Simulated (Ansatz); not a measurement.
Computed with Ansatz on PBE0-D4/def2-TZVP structures; ΔE is electronic, products minus reactants. CBS: MP2 limit from def2 TZ/QZ plus the TZ coupled-cluster correction, frozen cores. DFT in def2-TZVPP. def2 core potentials past Kr. For W outer-core shells are correlated without core-valence functions, which leaves a few kJ/mol of doubt a bond. One conformer a species, not always the lowest.

Reaction (redistribution): `N[SiH2]C[SiH2]N` + `[S]=[W](=[S])([Cl])[Cl]` → `N[SiH2]C[SiH2]Cl` + `[NH2][W](=[S])(=[S])[Cl]`

```
             level  ΔE (kcal/mol)  difference from CCSD(T)/CBS
           PBE0-D4           -3.1                          0.0
           ωB97X-V           -4.4                         -1.3
            r2SCAN           -2.7                          0.4
              PBE0           -3.7                         -0.6
    MP2/def2-TZVPP            0.9                          4.0
SCS-MP2/def2-TZVPP           -0.3                          2.8
   CCSD/def2-TZVPP           -3.7                         -0.6
    MP2/def2-QZVPP            0.8                          3.9
SCS-MP2/def2-QZVPP           -0.5                          2.6
     MP2/CBS(def2)            0.6                          3.7
       CCSD(T)/CBS           -3.1                            0
```

Largest T1 diagnostic among the species: 0.022, so the coupled-cluster value is less sure than usual.

In def2-TZVPP, CCSD(T) changes the Hartree–Fock value by +3.0 kcal/mol (the triples alone add +1.0 kcal/mol) and MP2 by +6.7 kcal/mol. The D4 term adds +1.1 kcal/mol with B3LYP and +0.6 kcal/mol with PBE0; it sums over pairs of atoms, weighted by their polarisabilities, and B3LYP, whose exchange is more repulsive, gets the larger term.

B3LYP here is the variant with VWN-RPA as its local correlation; programs differ in this.
